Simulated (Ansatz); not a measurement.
`CCSSCC` + `BNB` → `BN(B)CC` + `CCSS`  (substitution at a C–S bond)

Isolated molecules relaxed with PBE0-D4/def2-TZVP in Ansatz; ΔE leaves out vibrations. CCSD(T)/CBS is the MP2 limit (def2-TZVPP, def2-QZVPP) plus CCSD(T) − MP2 in def2-TZVPP, frozen cores. Functionals use def2-TZVPP. B3LYP here is the variant with VWN-RPA as its local correlation; programs differ in this. HSE06 is defined as in plane-wave codes. One conformer a species, not always the lowest.

`CCSSCC`:

Cartesian coordinates in Å:
```
C -1.635 0.509 2.244
C -1.683 -0.116 0.868
S -1.026 0.945 -0.451
S 0.941 1.124 0.015
C 1.701 -0.323 -0.775
C 1.627 -0.312 -2.285
H -2.043 -0.178 2.991
H -0.605 0.740 2.523
H -2.212 1.435 2.273
H -1.157 -1.072 0.839
H -2.714 -0.306 0.549
H 1.251 -1.225 -0.354
H 2.738 -0.286 -0.424
H 2.129 0.566 -2.695
H 2.100 -1.207 -2.699
H 0.587 -0.295 -2.617
```

`BNB`:

Z-matrix (Å, degrees):
```
B
N 1 1.417
H 1 1.197 2 119.5
H 1 1.194 2 118.5 3 180.0
B 2 1.417 1 125.8 3 -180.0
H 2 1.011 1 117.1 3 0.0
H 5 1.197 2 119.4 1 -180.0
H 5 1.194 2 118.5 1 -0.0
```

`BN(B)CC`:

Z-matrix (Å, degrees):
```
C
C 1 1.515
N 1 1.468 2 111.8
H 1 1.092 2 110.1 3 -120.8
H 1 1.092 2 110.1 3 120.8
H 2 1.092 1 110.8 3 180.0
H 2 1.093 1 110.7 3 -59.9
H 2 1.093 1 110.7 3 59.9
B 3 1.418 1 119.5 2 -89.6
B 3 1.418 1 119.5 2 89.0
H 9 1.199 3 119.1 1 -1.6
H 9 1.193 3 119.2 1 178.6
H 10 1.199 3 119.1 1 1.7
H 10 1.193 3 119.2 1 -178.6
```

`CCSS`:

Z-matrix (Å, degrees):
```
C
C 1 1.511
H 1 1.093 2 110.5
H 1 1.092 2 111.1 3 120.4
H 1 1.092 2 110.6 3 -119.2
S 2 1.813 1 114.4 3 -178.3
H 2 1.095 1 111.4 3 -62.0
H 2 1.092 1 111.8 3 58.3
S 6 2.037 2 103.4 1 -68.0
H 9 1.348 6 99.6 2 89.2
```

```json
{"level": "LDA (SPW92)", "ΔE (kJ/mol)": "29.8", "difference from CCSD(T)/CBS": "-3.8"}
{"level": "PBE-D4", "ΔE (kJ/mol)": "36.8", "difference from CCSD(T)/CBS": "3.2"}
{"level": "revPBE-D4", "ΔE (kJ/mol)": "36.7", "difference from CCSD(T)/CBS": "3.1"}
{"level": "BLYP-D4", "ΔE (kJ/mol)": "35.6", "difference from CCSD(T)/CBS": "2.0"}
{"level": "r2SCAN-D4", "ΔE (kJ/mol)": "36.4", "difference from CCSD(T)/CBS": "2.8"}
{"level": "PBE0-D4", "ΔE (kJ/mol)": "35.7", "difference from CCSD(T)/CBS": "2.1"}
{"level": "B3LYP-D4", "ΔE (kJ/mol)": "34.7", "difference from CCSD(T)/CBS": "1.1"}
{"level": "r2SCANh-D4", "ΔE (kJ/mol)": "36.1", "difference from CCSD(T)/CBS": "2.5"}
{"level": "CAM-B3LYP-D4", "ΔE (kJ/mol)": "31.2", "difference from CCSD(T)/CBS": "-2.4"}
{"level": "ωB97X-V", "ΔE (kJ/mol)": "31.9", "difference from CCSD(T)/CBS": "-1.7"}
{"level": "ωB97M-V", "ΔE (kJ/mol)": "32.8", "difference from CCSD(T)/CBS": "-0.8"}
{"level": "B2PLYP", "ΔE (kJ/mol)": "34.0", "difference from CCSD(T)/CBS": "0.4"}
{"level": "PBE-QIDH", "ΔE (kJ/mol)": "34.8", "difference from CCSD(T)/CBS": "1.2"}
{"level": "PBE", "ΔE (kJ/mol)": "35.7", "difference from CCSD(T)/CBS": "2.1"}
{"level": "revPBE", "ΔE (kJ/mol)": "37.4", "difference from CCSD(T)/CBS": "3.8"}
{"level": "BLYP", "ΔE (kJ/mol)": "34.0", "difference from CCSD(T)/CBS": "0.4"}
{"level": "r2SCAN", "ΔE (kJ/mol)": "35.9", "difference from CCSD(T)/CBS": "2.3"}
{"level": "PBE0", "ΔE (kJ/mol)": "34.6", "difference from CCSD(T)/CBS": "1.0"}
{"level": "B3LYP", "ΔE (kJ/mol)": "32.9", "difference from CCSD(T)/CBS": "-0.7"}
{"level": "r2SCANh", "ΔE (kJ/mol)": "35.5", "difference from CCSD(T)/CBS": "1.9"}
{"level": "r2SCAN0", "ΔE (kJ/mol)": "35.0", "difference from CCSD(T)/CBS": "1.4"}
{"level": "HSE06", "ΔE (kJ/mol)": "34.7", "difference from CCSD(T)/CBS": "1.1"}
{"level": "BHLYP", "ΔE (kJ/mol)": "31.2", "difference from CCSD(T)/CBS": "-2.4"}
{"level": "CAM-B3LYP", "ΔE (kJ/mol)": "29.8", "difference from CCSD(T)/CBS": "-3.8"}
{"level": "LC-ωPBE", "ΔE (kJ/mol)": "32.0", "difference from CCSD(T)/CBS": "-1.6"}
{"level": "RPA@PBE/def2-TZVPP", "ΔE (kJ/mol)": "25.0", "difference from CCSD(T)/CBS": "-8.6"}
{"level": "HF/def2-SVP", "ΔE (kJ/mol)": "24.2", "difference from CCSD(T)/CBS": "-9.4"}
{"level": "MP2/def2-SVP", "ΔE (kJ/mol)": "30.3", "difference from CCSD(T)/CBS": "-3.3"}
{"level": "CCSD/def2-SVP", "ΔE (kJ/mol)": "23.3", "difference from CCSD(T)/CBS": "-10.3"}
{"level": "HF/def2-TZVPP", "ΔE (kJ/mol)": "29.6", "difference from CCSD(T)/CBS": "-4.0"}
{"level": "MP2/def2-TZVPP", "ΔE (kJ/mol)": "35.8", "difference from CCSD(T)/CBS": "2.2"}
{"level": "SCS-MP2/def2-TZVPP", "ΔE (kJ/mol)": "32.4", "difference from CCSD(T)/CBS": "-1.2"}
{"level": "CCSD/def2-TZVPP", "ΔE (kJ/mol)": "28.4", "difference from CCSD(T)/CBS": "-5.2"}
{"level": "CCSD(T)/def2-TZVPP", "ΔE (kJ/mol)": "29.9", "difference from CCSD(T)/CBS": "-3.7"}
{"level": "HF/def2-QZVPP", "ΔE (kJ/mol)": "29.0", "difference from CCSD(T)/CBS": "-4.6"}
{"level": "MP2/def2-QZVPP", "ΔE (kJ/mol)": "37.7", "difference from CCSD(T)/CBS": "4.1"}
{"level": "SCS-MP2/def2-QZVPP", "ΔE (kJ/mol)": "34.3", "difference from CCSD(T)/CBS": "0.7"}
{"level": "HF/CBS(def2)", "ΔE (kJ/mol)": "28.9", "difference from CCSD(T)/CBS": "-4.7"}
{"level": "MP2/CBS(def2)", "ΔE (kJ/mol)": "39.5", "difference from CCSD(T)/CBS": "5.9"}
{"level": "CCSD/CBS(def2)", "ΔE (kJ/mol)": "32.0", "difference from CCSD(T)/CBS": "-1.6"}
{"level": "CCSD(T)/CBS", "ΔE (kJ/mol)": "33.6", "difference from CCSD(T)/CBS": "0"}
```

Largest T1 diagnostic among the species: 0.011.

At CCSD(T), def2-SVP lies −9.4 kJ/mol from the extrapolated value and def2-TZVPP −3.7 kJ/mol. Leaving LDA and LC-ωPBE aside and taking each functional with its dispersion term where it has one, the values spread over 5.6 kJ/mol, from CAM-B3LYP-D4 to PBE-D4. LDA lies −5.9 kJ/mol from PBE without D4.
